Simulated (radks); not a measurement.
Values are calculated unless marked as measured or tabulated.
Question: Pm III, configuration [Xe] 4f5. Level of theory: Dirac Kohn-Sham, LDA (Slater exchange, Perdew-Wang correlation), spin-unpolarised, spherical densities, point nucleus; open shells are shared between the two j in proportion to 2j + 1 (a radial shooting solver on a logarithmic mesh with Libxc functionals). Some entries of the table are withheld. Estimate them.

| orbital | occ. | eigenvalue (hartree) | <1/r> (bohr^-1) |
|---|---|---|---|
| 1s1/2 | 2 | (1) | 67.38 |
| 2s1/2 | 2 | -268.8971 | 15.98 |
| 2p1/2 | 2 | -254.7623 | 15.97 |
| 2p3/2 | 4 | -234.1986 | 14.29 |
| 3s1/2 | 2 | -58.99206 | (2) |
| 3p1/2 | 2 | -52.92111 | (3) |
| 3p3/2 | 4 | -48.78804 | (4) |
| 3d3/2 | 4 | -38.20155 | 5.167 |
| 3d5/2 | 6 | -37.30490 | 5.061 |
| 4s1/2 | 2 | -12.09723 | 2.417 |
| 4p1/2 | 2 | -9.78851 | 2.312 |
| 4p3/2 | 4 | -8.88100 | 2.168 |
| 4d3/2 | 4 | -5.07839 | (5) |
| 4d5/2 | 6 | -4.91722 | (6) |
| 5s1/2 | 2 | -2.02862 | 0.9266 |
| 5p1/2 | 2 | -1.40722 | 0.8142 |
| 5p3/2 | 4 | -1.28377 | 0.7640 |
| 4f5/2 | 2.14286 | -0.57822 | 1.323 |
| 4f7/2 | 2.85714 | -0.56069 | 1.306 |

Answer: 
(1) 1s1/2 eigenvalue (hartree): -1651.889
(2) 3s1/2 <1/r> (bohr^-1): 5.796
(3) 3p1/2 <1/r> (bohr^-1): 5.714
(4) 3p3/2 <1/r> (bohr^-1): 5.292
(5) 4d3/2 <1/r> (bohr^-1): 1.948
(6) 4d5/2 <1/r> (bohr^-1): 1.912
